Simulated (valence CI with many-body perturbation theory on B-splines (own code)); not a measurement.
## Ta LX: fill in the table

Method: relativistic CI+MBPT: four valence electrons over a frozen Dirac-Fock core [Ne], radial functions for each j: 11 s, 11 p, 9 d, 7 f, 5 g, 2 h, 1 i, with the one-electron correlation potential Σ1 (screened to all orders), the two-electron term Σ2, the three-electron term Σ3, Breit, model QED; selected single and double excitations, second order for the rest (own B-spline code, finite nucleus).

No measured spectrum was set against this ion. As an estimate, large intervals hold to a few tenths of a per cent, small ones and those within an open d or f shell to about a per cent.

| Level | E (eV) |
| --- | --- |
| (3s^2 3p1/2^2) J=0 | 0.00 |
| (3s^2 3p1/2 3p3/2) J=1 | 325.39 |
| (3s^2 3p1/2 3p3/2) J=2 | 334.58 |
| (3s 3p1/2^2 3p3/2) J=2 | 490.34 |
| (3s 3p1/2^2 3p3/2) J=1 | ? |
| (3s^2 3p1/2 3d3/2) J=2 | 541.84 |
| (3s^2 3p1/2 3d3/2) J=1 | 584.64 |
| (3s^2 3p1/2 3d5/2) J=2 | 637.12 |
| (3s^2 3p1/2 3d5/2) J=3 | ? |
| (3s^2 3p3/2^2) J=2 | ? |
| (3s^2 3p3/2^2) J=0 | ? |
| (3s 3p1/2^2 3d3/2) J=1 | 710.88 |
| (3s 3p1/2^2 3d3/2) J=2 | 718.08 |
| (3s 3p1/2^2 3d5/2) J=3 | 801.29 |
| (3s 3p1/2 3p3/2^2) J=2 [a] | 807.62 |
| (3s 3p1/2^2 3d5/2) J=2 | 815.00 |
| (3s 3p1/2 3p3/2^2) J=3 | ? |
| (3s 3p1/2 3p3/2^2) J=0 | 837.11 |
| (3s 3p1/2 3p3/2^2) J=1 [a] | 851.58 |
| (3s 3p1/2 3p3/2^2) J=2 [b] | ? |

Levels are named by their leading jj configuration (3d3/2^4 stands for four electrons in 3d with j = 3/2), which in mixed levels can hold well under half, so a name can repeat and another be missing. Letters in brackets count levels of one name in rising energy.

Question: The levels stand in rising order. What does the calculation give for the missing energies?

Answer: (3s 3p1/2^2 3p3/2) J=1 517.68; (3s^2 3p1/2 3d5/2) J=3 638.18; (3s^2 3p3/2^2) J=2 666.92; (3s^2 3p3/2^2) J=0 686.99; (3s 3p1/2 3p3/2^2) J=3 825.63; (3s 3p1/2 3p3/2^2) J=2 [b] 851.66.
